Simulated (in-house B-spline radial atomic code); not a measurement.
# Ionising W XXI (W20+) with different functionals

Computed with an all-electron radial atomic-structure program (B-spline basis): scalar-relativistic (spin-free X2C) Hamiltonian, Fermi nucleus of rms radius 5.3658 fm, spin-polarised at highest spin, spherical fractional occupations for the functionals, the average over the highest-spin determinants for Hartree-Fock. The ionisation energy is the difference of two self-consistent energies, [Kr] 4d10 4f8 → [Kr] 4d10 4f7, without Breit or QED terms; ε is the level of the shell that loses the electron (its least bound occupied spin orbital). There is no spin-orbit coupling in this Hamiltonian.

Hybrids are left out here: with spherical fractional occupations of an open shell their exact exchange keeps a self-interaction that integer-occupation calculations don't have.

| method | rung | ΔSCF (eV) | -ε(4f) (eV) |
| --- | --- | --- | --- |
| Hartree-Fock | Hartree-Fock | 538.34 | 541.41 |
| LDA PW92 | LDA | 543.09 | 522.11 |
| AM05 | GGA | 542.64 | 521.67 |
| BP86 | GGA | 542.65 | 521.67 |
| OLYP | GGA | 543.74 | 522.78 |
| PW91 | GGA | 542.72 | 521.75 |

Problem. How do they compare with the NIST value?

Solution. NIST lists 543 eV ± 1.4 (semi-empirical, ground level to ground level). Errors run from -5.06 to +0.34 eV; LDA PW92 is closest (-0.31 eV), though others lie within the uncertainty of it, and part of that can be cancellation, since the calculations leave out spin-orbit coupling, Breit-QED terms, multiplet and fine-structure energies. Hartree-Fock also lacks correlation.
